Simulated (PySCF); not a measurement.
## Computed properties of SiHClBr2, SMILES Cl[SiH](Br)Br

SiHClBr₂, SMILES Cl[SiH](Br)Br. Coordinates come from a PBE0-D3(BJ)/def2-SVP optimisation. The values are those of a single conformer. All values are computed for the isolated molecule unless a solvent is named; none is compared with measurement here.

**Structure.** The optimised structure has Cs symmetry. All 9 harmonic modes at PBE0-D3(BJ)/def2-SVP (PySCF) are real, so it is a minimum. With heavy atoms numbered as in [SiH:1]([Cl:2])([Br:3])[Br:4], the shortest bond between them is Si1–Cl2 at 2.049 Å and the longest Si1–Br4 at 2.205 Å.

**Vibrations.** The strongest infrared lines (harmonic, unscaled, degenerate partners summed) lie at 774 cm⁻¹ (166 km/mol, H 93 %), 793 cm⁻¹ (131 km/mol, H 92 %), 492 cm⁻¹ (120 km/mol, Si 75 %, Br 20 %). The softest mode is at 115 cm⁻¹ and the zero-point energy is 8.3 kcal/mol.

**Electronic structure.** PBE0/def2-TZVP (PySCF) places the frontier levels at -8.73 and -0.90 eV, a gap of 7.83 eV, and gives a dipole moment of 0.73 D and a mean polarisability of 73.6 bohr³. PBE/def2-TZVP (PySCF) at the same geometry gives -7.43 and -1.81 eV, so its gap is 2.21 eV narrower. An orbital gap is neither the optical nor the fundamental gap.

**Excitations.** TDDFT-CAM-B3LYP/def2-SVPD (PySCF) has S1 at 6.47 eV (191 nm, f = 0.011, weak); the most intense of the 10 singlets computed lies at 7.86 eV (f = 0.05). T1 (TDA) is at 6.00 eV. TDDFT-PBE/def2-SVPD (PySCF) puts S1 at 5.63 eV. No vertical singlet excitation falls in the visible range (under 3.1 eV).

**NMR.** GIAO shifts at HF/pcSseg-1 (PySCF) (non-relativistic, atoms alike by connectivity averaged): ¹H at 6.2 ppm against TMS; ²⁹Si at 22.9 ppm against TMS. Without spin–orbit terms, shifts of atoms bonded to Cl or Br come out too high.

**Solvation.** SMD-B3LYP/6-31G* (PySCF) gives -1.2 kcal/mol in water, -4.8 kcal/mol in N,N-dimethylformamide, -4.8 kcal/mol in cyclohexanone (1 M in both phases, gas-phase geometry).
